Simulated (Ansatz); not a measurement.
The same bond dissociation along the group B, Al, Ga, In.

Computed with Ansatz on PBE0-D4/def2-TZVP structures; ΔE is electronic, products minus reactants. CCSD(T)/CBS is the MP2 limit (def2-TZVPP, def2-QZVPP) plus CCSD(T) − MP2 in def2-TZVPP, frozen cores. This one scheme is used for every species, atoms too. Open shells (•) are unrestricted, without spin–orbit coupling. Elements past krypton have def2 core potentials. Bonds to Ga, In are less sure, by a few kJ/mol each and by 10 to 20 or more in all where they break to atoms, as the def2 sets lack core-valence functions. Scalar relativity is left out up to krypton. One conformer a species, not always the lowest.

(1) Order these by ΔE at CCSD(T)/CBS, lowest first. (Estimate.)
A. `[NH2][GaH][OH]` → `[NH2][Ga][OH]`• + H•
B. `NBO` → `N[B]O`• + H•
C. `[NH2][InH][OH]` → `[NH2][In][OH]`• + H•

Largest T1 diagnostic: 0.021, for `[NH2][In][OH]`•.

Answers

(1) C (+313.4 kJ/mol), A (+378.6 kJ/mol), B (+471.6 kJ/mol).
